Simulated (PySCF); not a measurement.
```xyz
4
charge 0 multiplicity 1, angstrom
Ta    0.0000   -0.2099    0.2019
N     0.0000    0.5445    1.7028
Cl    1.9413    0.4315   -0.8626
Cl   -1.9413    0.4315   -0.8626
```

Level of theory: PySCF, PBE0, basis Ta def2-TZVP with ECP60, N def2-TZVP, Cl def2-TZVP (scalar-relativistic core potentials, no spin–orbit coupling, density fitting).

This geometry of TaNCl2 is a stationary point at this level.

What is the point group?

Cs.

Is it a minimum?

Yes: all harmonic wavenumbers are real.

Which band is strongest in the infrared?

402 cm⁻¹ (a''), 92 km/mol.

What are the dipole moment and the gap between the highest occupied and lowest empty levels?

4.95 D and 3.87 eV.

Give the ideal-gas entropy at 298.15 K and 1 bar by parts.

translation 178.4, rotation 116.6, vibration 41.9, spin 0.0; total 337.0 J/(mol K).

Other isomers or separated fragments may lie lower. With an element this heavy the missing spin–orbit coupling can shift these numbers.
